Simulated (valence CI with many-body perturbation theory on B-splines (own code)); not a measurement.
Energy levels of Cs XXIV

Calculated by relativistic CI+MBPT: four valence electrons over a frozen Dirac-Fock core [Ar] 3d10, a basis of 11 s, 11 p, 9 d, 7 f, 5 g, 2 h, 1 i functions for each j, with the one-electron correlation potential Σ1, the two-electron term Σ2, the three-electron term Σ3, Breit, model QED; selected CI, second order for the rest (own B-spline code, finite nucleus).

No measured spectrum was set against this ion. As an estimate, levels hold to about 250 cm⁻¹ or 0.2 % of their energy and the worst to 1 %, as in measured heavy ions of charge 2 to 7; those with d or f electrons hold less well.

Levels 46 to 71 of 71, with energies above the lowest level, (4s^2 4p1/2^2) J=0. "Leading %" is the weight of the configuration and term that name the level; weights of strongly mixed levels are sums over their largest components and can fall short. In the jj column 3d3/2^4 stands for four electrons in 3d with j = 3/2. Lifetimes count E1, E2, E3, M1 and M2 decay at the calculated energies, and are blank where another channel may lead or the interval is too uncertain; long ones can be off by a factor of two.

```tsv
No.	Configuration	Term	J	E (cm⁻¹)	Leading %	Lifetime	g	Leading jj
46	4s 4p2 4d	5D	3	1455500	36	7.40 ps	1.360	4s 4p1/2 4p3/2 4d5/2 (57 %)
47	4s 4p2 4d	5P	1	1459600	68	3.28 ps	2.235	4s 4p1/2 4p3/2 4d3/2 (75 %)
48	4s 4p2 4d	3G	3	1465200	60	27.7 ps	0.856	4s 4p1/2 4p3/2 4d3/2 (83 %)
49	4s 4p2 4d	3P	2	1466300	39	6.14 ps	1.125	4s 4p1/2 4p3/2 4d3/2 (43 %)
50	4s 4p2 4d	3D	1	1468800	28	5.53 ps	0.953	4s 4p1/2 4p3/2 4d5/2 (40 %)
51	4s 4p2 4d	3G	4	1492600	27	17.3 ps	1.179	4s 4p1/2 4p3/2 4d5/2 (41 %)
52	4p4	1S	0	1501000	34	17.1 ps		4p3/2^4 (52 %)
53	4s 4p2 4d	3G	4	1508800	40	34.0 ps	1.108	4s 4p1/2 4p3/2 4d5/2 (82 %)
54	4s 4p2 4d	3D	1	1513800	74	5.00 ps	0.709	4s 4p1/2 4p3/2 4d3/2 (77 %)
55	4s 4p2 4d	3D	3	1515800	46	8.18 ps	1.188	4s 4p1/2 4p3/2 4d5/2 (66 %)
56	4s 4p2 4d	3D	3	1522200	43	4.08 ps	1.191	4s 4p1/2 4p3/2 4d5/2 (63 %)
57	4s 4p2 4d	3D	1	1534000	67	8.33 ps	0.706	4s 4p1/2 4p3/2 4d5/2 (77 %)
58	4s 4p2 4d	3P	0	1545500	80	4.05 ps		4s 4p1/2 4p3/2 4d3/2 (62 %)
59	4s 4p2 4d	3F	2	1546100	44	3.54 ps	0.918	4s 4p1/2 4p3/2 4d3/2 (57 %)
60	4s 4p2 4d	3P	0	1554000	50	4.41 ps		4s 4p1/2 4p3/2 4d5/2 (56 %)
61	4s 4p2 4d	3F	2	1557300	38	4.53 ps	0.955	4s 4p1/2 4p3/2 4d5/2 (44 %)
62	4s 4p2 4d	3F	3	1558300	41	5.64 ps	1.091	4s 4p1/2 4p3/2 4d5/2 (62 %)
63	4s 4p2 4d	3F	4	1562000	46	24.8 ps	1.247	4s 4p3/2^2 4d5/2 (74 %)
64	4s 4p2 4d	3P	1	1563400	45	4.26 ps	1.353	4s 4p1/2 4p3/2 4d5/2 (57 %)
65	4s 4p2 4d	3D	1	1566200	33	3.30 ps	1.139	4s 4p1/2 4p3/2 4d5/2 (35 %)
66	4s 4p2 4d	3D	2	1567500	60	4.76 ps	1.155	4s 4p1/2 4p3/2 4d5/2 (67 %)
67	4s 4p2 4d	3G	5	1573400	67	70.6 ps	1.258	4s 4p3/2^2 4d5/2 (84 %)
68	4s 4p2 4d	3D	2	1574500	58	3.44 ps	1.262	4s 4p3/2^2 4d3/2 (46 %)
69	4s 4p2 4d	3D	3	1592900	44	3.10 ps	1.303	4s 4p3/2^2 4d3/2 (54 %)
70	4s 4p2 4d	3P	2	1602900	35	3.09 ps	1.315	4s 4p3/2^2 4d3/2 (35 %)
71	4s 4p2 4d	3P	1	1605200	33	3.71 ps	1.459	4s 4p3/2^2 4d3/2 (50 %)
```

Where two levels of one J and parity lie close, their mixing, g and order are uncertain.
